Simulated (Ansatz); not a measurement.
Gas-phase electronic energies from Ansatz, PBE0-D4/def2-TZVP geometries. CCSD(T)/CBS is the MP2 limit (def2-TZVPP, def2-QZVPP) plus CCSD(T) − MP2 in def2-TZVPP, frozen cores. Functionals use def2-TZVPP. HSE06 is defined as in plane-wave codes. Open shells (•) are unrestricted, without spin–orbit coupling. Spin–orbit coupling would lower the free atoms: strongly for I. Elements past krypton have def2 core potentials. Bonds to I, Sn are less sure, by a few kJ/mol each and by 10 to 20 or more in all where they break to atoms, as the def2 sets lack core-valence functions.

Consider the homolysis of the I–Sn bond: `[Cl][SnH2][I]` → I• + `[Cl][SnH2]`•.

```tsv
level	ΔE (kcal/mol)	difference from CCSD(T)/CBS
PBE-D4	70.2	-5.8
B97M-V	69.2	-6.8
BHLYP-D4	67.2	-8.8
CAM-B3LYP-D4	66.8	-9.2
PBE	68.5	-7.5
r2SCANh	68.1	-7.9
r2SCAN0	67.6	-8.4
HSE06	68.8	-7.2
CAM-B3LYP	65.1	-10.9
HF/def2-SVP	47.3	-28.7
MP2/def2-SVP	67.7	-8.3
HF/def2-TZVPP	47.8	-28.2
MP2/def2-QZVPP	78.4	2.4
SCS-MP2/def2-QZVPP	75.2	-0.8
MP2/CBS(def2)	81.3	5.3
CCSD/CBS(def2)	73.5	-2.5
CCSD(T)/CBS	76.0	0
```

Largest T1 diagnostic among the species: 0.015.

At CCSD(T), def2-SVP lies −11.5 kcal/mol from the extrapolated value and def2-TZVPP −7.2 kcal/mol: correlation converges slowly with the basis, and small sets miss more of it in the bonded molecule than in its fragments. From r2SCAN to r2SCAN0 (25 % exact exchange), in def2-TZVPP and without D4, ΔE moves by −0.8 kcal/mol: exact exchange takes away binding that semilocal exchange gives to molecules.

CCSD(T)/CBS has its own doubt, a few kJ/mol and more with outer-core shells, so smaller differences from it don't rank the levels.
